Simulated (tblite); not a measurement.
CH₃Si, doublet, geometry from GFN2-xTB; GFN1-xTB run with tblite 0.6.0.

The tblite input:
```
$ tblite run mol.xyz --method gfn1 --charge 0 --spin 1 --guess eeq --json tblite.json --no-restart

# file mol.xyz
5

C     -1.13014189     0.00566523    -0.00711113
Si     0.81261806    -0.00407353     0.00511319
H     -1.52987408    -0.60088156    -0.82180865
H     -1.52612189     1.01530756    -0.13055784
H     -1.53980551    -0.39138794     0.92344859
```

It wrote (shortened):

```
xTB calculator
 | screened Coulomb repulsion
 | Coulomb electrostatics
 |  * isotropic Klopman-Ohno-Mataga-Nishimoto electrostatics
 |  * onsite third-order electrostatics
 | DFT-D3(BJ) dispersion correction

halogen bonding energy    0.0000000000000E+00 Eh
repulsion energy          5.7864959212603E-02 Eh
dispersion energy        -9.8372183051293E-04 Eh
number of electrons       1.1000000000000E+01 e
integral cutoff           2.8146159136829E+01 bohr

------------------------------------------------------------
  cycle        total energy    energy error   density error
------------------------------------------------------------
      1     -5.422437580622  -5.4793188E+00   4.5906683E-01
      2     -5.425611809158  -3.1742285E-03   2.8275674E-01
      3     -5.425652588074  -4.0778916E-05   1.7406432E-02
      4     -5.425766828233  -1.1424016E-04   2.9475933E-03
      5     -5.425768502788  -1.6745541E-06   9.1537795E-04
      6     -5.425768648888  -1.4610051E-07   2.8781855E-04
      7     -5.425768664538  -1.5649809E-08   1.2497141E-05
------------------------------------------------------------

electronic energy        -5.4826499019199E+00 Eh
total energy             -5.4257686645379E+00 Eh

Post processing:
 | Mayer-Wiberg bond orders

[Info] JSON dump of results written to 'tblite.json'
```
